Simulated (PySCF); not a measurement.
Molecule: SMILES [H]/N=C\[C@@H]1CC=NCC1, C6H10N2.

Bonds (- single, = double, # triple, : aromatic): N1=C2, C2-C3, C3-C4, C4-C5, C5=N6, N6-C7, C7-C8, C8-C3. N1 carries H9; C2 carries H10; C3 carries H11; C4 carries H12, H13; C5 carries H14; C7 carries H15, H16; C8 carries H17, H18. Stereochemistry as in [H]/N=C\[C@@H]1CC=NCC1. H12, H16, H17 are cis to C2 on the ring; H13, H15, H18 are trans to C2 on the ring.

Frames of a GFN2-xTB Langevin trajectory at 400 K; GIAO PBE0/pcSseg-1 shieldings in PySCF, gas phase, non-relativistic; equivalent atoms averaged within each frame.

Scale: NH3 for 15N (σ = 267.73 ppm); TMS for 13C (σ = 186.93 ppm), 1H (σ = 31.72 ppm) (reference shieldings calculated alike). The references are static minima.

How do the shifts (ppm) fluctuate along the trajectory?

Results:


| time (fs) | N6 | N1 | C2 | C5 | C7 | C4 | C3 | C8 | H9 | H14 |
| --- | --- | --- | --- | --- | --- | --- | --- | --- | --- | --- |
| 250 | 370.9 | 332.0 | 178.0 | 163.0 | 50.5 | 41.9 | 38.1 | 18.6 | 9.92 | 7.51 |
| 425 | 395.6 | 346.9 | 189.4 | 162.2 | 61.5 | 36.4 | 43.9 | 29.9 | 10.32 | 8.32 |
| 625 | 374.6 | 339.0 | 178.1 | 172.5 | 49.0 | 35.0 | 41.8 | 28.4 | 11.45 | 8.11 |
| 800 | 404.6 | 365.4 | 192.8 | 163.8 | 53.3 | 32.6 | 44.3 | 26.7 | 11.03 | 7.59 |
| 1000 | 396.0 | 333.3 | 170.1 | 170.8 | 48.4 | 35.4 | 42.1 | 22.8 | 10.38 | 8.14 |
| mean of frames | 388.4 | 343.3 | 181.7 | 166.5 | 52.5 | 36.3 | 42.0 | 25.3 | 10.62 | 7.93 |
| standard deviation | 14.7 | 13.7 | 9.3 | 4.8 | 5.4 | 3.5 | 2.5 | 4.6 | 0.61 | 0.36 |

5 frames give an uncertainty of the mean of about the standard deviation over 2.2 at best, since frames this close in time may not be independent; classical motion lacks zero-point vibration, and the reference would need the same averaging.
